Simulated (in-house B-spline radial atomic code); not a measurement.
How numerical settings move a run on La2+, [Xe] 5d1. Computed with a B-spline radial code for spherical atoms: scalar-relativistic (X2C) Hartree-Fock, average of configuration, Fermi nucleus of rms radius 4.855 fm.

Command:
```bash
python run_scf.py task.json out
```
Settings of the sound reference run:
```
Z                57
electrons        55
configuration    [Xe] 5d1
hamiltonian      x2c
method           hf
spin_polarised   False
nucleus          fermi
rms_radius       4.855
mass_number      139
atomic_mass      138.9064
speed_of_light   137.036
knot_spacing     0.22
spline_order     8
gauss_points     12
box_radius       22.22
max_iterations   70
damping          0.5
damped_steps     3
diis_vectors     10
tolerance        1e-08
start            Thomas-Fermi
```

Cost of the run: 0.15 s on 1 thread of Arm Neoverse V2 (shared host).

It converges in 10 iterations to -8488.770134 hartree, with 5d at -18.3216 eV. The other runs change the listed settings, some to values that make no sense; their results aren't properties of the atom or ion. Radii are in bohr (the nuclear one in fm), a minus after a letter asks for a j subshell, and «unchanged» means within 1e-8 hartree. The run stops when the residual is below 10 × tolerance × max(1, Z/10), or a noise floor if that is larger, and the energy moves by less than 1e-8 × √|E| hartree; so very loose and very tight tolerances often act alike.

| changed settings | outcome |
| --- | --- |
| knot_spacing = 0.3 | converged in 10 iterations, energy +4.52e-05 hartree from the reference, 5d level +6.5e-06 eV |
| max_iterations = 3 | not converged after 3 iterations, last residual 6.1e-02, last energy +1.54e-01 hartree from the reference |
| tolerance = 1e-06 | converged in 9 iterations, energy unchanged, 5d level -4.2e-05 eV |
| hamiltonian = dirac, method = revtpss,revtpss | stopped with error: meta-GGAs are not served with the Dirac Hamiltonian |
| knot_spacing = 0.55, max_iterations = 75, damping = 0.8, start = bare nucleus | converged in 11 iterations, energy +7.20e-01 hartree from the reference, 5d level -6.6e-02 eV |
| knot_spacing = 2 | converged in 9 iterations, energy +7.91e+02 hartree from the reference, 5d level -1.3e+01 eV (the program warns: 5d reaches the box edge; 1s reaches the box edge) |
| knot_spacing = 0.55 | converged in 10 iterations, energy +7.20e-01 hartree from the reference, 5d level -6.6e-02 eV |
| electrons = 56, configuration = [Xe] 5d1 6s-1, max_iterations = 50 | stopped with error: j subshells need the Dirac Hamiltonian and l > 0 |
| max_iterations = 8 | not converged after 8 iterations, last residual 1.8e-05, last energy +9.10e-09 hartree from the reference |
| tolerance = 1e-13 | converged in 10 iterations, energy unchanged |
| knot_spacing = 0.15 | converged in 10 iterations, energy -5.33e-07 hartree from the reference |
| knot_spacing = 1 | converged in 9 iterations, energy +1.89e+02 hartree from the reference, 5d level -5.1e+00 eV (the program warns: 5d reaches the box edge; 2s reaches the box edge) |
| knot_spacing = 1.4 | converged in 9 iterations, energy +3.06e+02 hartree from the reference, 5d level -7.4e+00 eV (the program warns: 5d reaches the box edge; 2s reaches the box edge) |
| knot_spacing = 0.4 | converged in 10 iterations, energy +6.24e-03 hartree from the reference, 5d level -6.7e-05 eV |
| electrons = 65, configuration = [Xe] 5d11, max_iterations = 75 | stopped with error: shell 5d holds at most 10 electrons |

Problem. What happens with max_iterations = 5?

Solution. Not converged after 5 iterations, last residual 8.7e-03, last energy +2.24e-03 hartree from the reference.

Problem. What happens with knot_spacing = 2, max_iterations = 8, damped_steps = 30, diis_vectors = 20?

Solution. Not converged after 8 iterations, last residual 4.1e-03, last energy +7.91e+02 hartree from the reference.

Problem. What happens with max_iterations = 8, damping = 0.95?

Solution. Not converged after 8 iterations, last residual 3.9e-05, last energy +8.71e-08 hartree from the reference.

Problem. What happens with knot_spacing = 1.4, first_knot = 0.00175, max_iterations = 5, damped_steps = 1?

Solution. Not converged after 5 iterations, last residual 5.0e-04, last energy +7.70e+02 hartree from the reference.
